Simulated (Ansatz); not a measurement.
C₂H₈FN₂Y, SMILES `C[N](C)[Y]([NH2])[F]`. Total charge 0; spin multiplicity 1. Y: def2 effective core potential. The structure was optimised at the PBE0-D4/def2-TZVP level. It is one conformer, not always the lowest.

```xyz
14

C     0.380    1.818   -0.956
N     0.043    0.537   -0.389
C    -0.876   -0.185   -1.233
Y     0.737   -0.313    1.449
N     0.026   -2.268    1.984
F     2.021    0.697    2.628
H     1.078    2.361   -0.309
H    -0.505    2.460   -1.093
H     0.857    1.723   -1.944
H    -1.130   -1.160   -0.798
H    -0.461   -0.380   -2.235
H    -1.824    0.357   -1.382
H     0.269   -2.794    2.816
H    -0.614   -2.855    1.462
```

(1) What is the dipole moment at PBE/def2-TZVPP? (Best estimate.)

(2) And with r2SCAN, B3LYP, ωB97M-V? (Estimate.)

(3) Give the Mulliken charges with PBE, r2SCAN, ωB97M-V in def2-TZVPP. (An estimate is asked.)

Results:

(1) The calculation gave: 1.99 D, with components (-1.28, -1.04, -1.12) D in this frame, pointing from negative to positive charge.

(2) Computed: r2SCAN 1.99 D, B3LYP 2.03 D, ωB97M-V 1.94 D.

(3) The calculation gave: 
```tsv
atom	PBE	r2SCAN	ωB97M-V
C1	-0.18	-0.04	-0.24
N2	-0.30	-0.37	-0.38
C3	-0.17	-0.02	-0.22
Y4	0.92	1.06	1.00
N5	-0.48	-0.55	-0.45
F6	-0.45	-0.51	-0.49
H7	0.08	0.03	0.10
H8	0.07	0.03	0.10
H9	0.07	0.03	0.10
H10	0.07	0.02	0.09
H11	0.07	0.03	0.11
H12	0.07	0.03	0.11
H13	0.11	0.12	0.08
H14	0.11	0.12	0.08
```

B3LYP here is the variant with VWN-RPA as its local correlation; programs differ in this.
